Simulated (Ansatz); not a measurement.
Born–Oppenheimer molecular dynamics of ClH$_{5}$SSn (8 atoms, charge 0, multiplicity 1). It starts at the highest image of a converged band. Of that band: Beside the main top the profile has a ripple of under 15 meV (maxima at images 2, 5), which may be a very shallow well or noise. Neighbouring images differ by up to 2.7 eV, so the band resolves the path poorly. A vibrational analysis at the climbing image gives one clearly imaginary mode, 1881i cm⁻¹: a first-order saddle point.

Computed with Ansatz, RHF/def2-SVP.

| Quantity | Value |
| --- | --- |
| ensemble | NVE (velocity Verlet) |
| time step | 0.5 fs |
| steps asked | 200 |
| starting velocities drawn for | 100 K |
| seed | 11887 |

First frame:

```xyz
8
Properties=species:S:1:pos:R:3
Sn 0.095 -0.271 -0.142
H 0.706 0.024 1.742
H 1.490 0.469 -0.743
H -1.393 0.437 0.244
Cl -0.606 -1.500 -2.089
S 0.706 -2.533 1.186
H -0.543 -2.817 1.572
H 0.795 -1.123 1.846
```

**Question.** How far do the bonds stretch over the last three quarters of this one trajectory? (Pairs bonded in most of those frames.)

**Answer.** 
| bond | mean (Å) | spread (Å) | shortest | longest |
| --- | --- | --- | --- | --- |
| Sn1–H2 | 1.705 | 0.051 | 1.62 | 1.79 |
| Sn1–H3 | 1.710 | 0.018 | 1.68 | 1.74 |
| Sn1–H4 | 1.709 | 0.021 | 1.67 | 1.74 |
| Sn1–Cl5 | 2.439 | 0.087 | 2.29 | 2.53 |
| S6–H7 | 1.342 | 0.023 | 1.31 | 1.38 |
| S6–H8 | 1.356 | 0.075 | 1.24 | 1.46 |

Mean temperature of the second half: 2800 K. The conserved energy stayed within 0.33 meV per atom of its start (net change -0.12 meV per atom), so the integration is sound. The kinetic energy rose, since the run started high on the potential surface and went downhill. It ends in pieces (ClH3Sn + H2S), so much of that is their flight and rotation, not heat. A run of 0.1 ps of so small a system gives no equilibrium averages. The orbitals stay closed-shell, which can raise the energy where a bond breaks towards radicals; this wasn't checked here.

Run time: 5.5 min on 1 thread of Arm Neoverse V2 (shared host), peak memory 0.18 GiB.
